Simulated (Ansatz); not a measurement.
Geometry optimisation, RKS PBE/def2-SVP in Ansatz.

input.yaml

```yaml
crystal:
  periodic: [false, false, false]
  atoms:
    - { symbol: W, position_ang: [0.0, 0.0, 0.0] }
    - { symbol: H, position_ang: [0.0, 0.0, 2.07] }
    - { symbol: Cl, position_ang: [2.39, 0.0, 0.0] }
    - { symbol: Cl, position_ang: [0.0, 2.39, 0.0] }
    - { symbol: Cl, position_ang: [-2.39, 0.0, 0.0] }
    - { symbol: F, position_ang: [0.0, -1.85, 0.0] }
    - { symbol: Cl, position_ang: [0.0, 0.0, -2.39] }
    - { symbol: Br, position_ang: [1.8861, 1.9648, 0.905] }
    - { symbol: H, position_ang: [0.6964, 0.7254, 2.129] }
basis:
  gaussian: { orbitals: def2-SVP }
hamiltonian:
  xc: pbe
relax:
  f_tol: 0.15
  max_steps: 25
  restrain:
    - { distance: [0, 7], at: 2.57, k: 30.0 }
    - { distance: [8, 1], at: 0.66, k: 30.0 }
    - { distance: [0, 1], at: 2.92, k: 30.0 }
    - { distance: [8, 7], at: 2.75, k: 30.0 }
```

Launched with:

```bash
$ ansatz run input.yaml --threads 4 --pin off --max-ram 5120MiB --backend cpu --events-out ev --progress --plain --runs-dir out
```

Q: Where does it end, and by what steps?

A: The forces met the threshold. The restraints hold the end off the free minimum; the threshold counts their pulls, which the force column leaves out. Restrained pairs: W1–Br8 (2.87 → 2.54 Å), H2–H9 (1.01 → 0.72 Å), W1–H2 (2.07 → 2.94 Å), Br8–H9 (2.11 → 2.76 Å). After 16 steps the energy has fallen by 7.646 eV (the restraints' own energy left out); Cl4 moved furthest, 1.55 Å.

| step | energy less start (eV) | largest force component (eV/Å) | accepted |
| --- | --- | --- | --- |
| 0 | 0.0000 | 6.374 | yes |
| 1 | -1.5117 | 5.828 | yes |
| 2 | -3.1741 | 4.443 | yes |
| 3 | -4.6438 | 2.465 | yes |
| 4 | -5.6593 | 1.955 | yes |
| 5 | -6.0457 | 1.435 | yes |
| 6 | -6.3224 | 0.426 | yes |
| 7 | -6.5408 | 0.627 | yes |
| 8 | -6.7434 | 1.242 | yes |
| 9 | -6.9996 | 0.688 | yes |
| 10 | -7.2116 | 1.008 | yes |
| 11 | -7.3326 | 1.490 | yes |
| 12 | -7.4841 | 1.446 | yes |
| 13 | -7.5936 | 1.615 | yes |
| 14 | -7.6408 | 1.777 | yes |
| 15 | -7.6474 | 1.748 | yes |
| 16 | -7.6459 | 1.799 | yes |

```xyz
9
Properties=species:S:1:pos:R:3
W 0.381 0.517 -0.377
H -0.122 -0.487 2.340
Cl 2.508 0.178 -1.231
Cl 0.176 2.496 -1.540
Cl -1.724 0.776 0.545
F 0.555 -1.133 0.522
Cl -0.537 -0.661 -2.150
Br 1.409 1.717 1.618
H -0.062 -0.173 2.986
```

Run time: 77 s on 4 threads of Arm Neoverse V1, with other jobs on the host, peak memory 0.31 GiB.
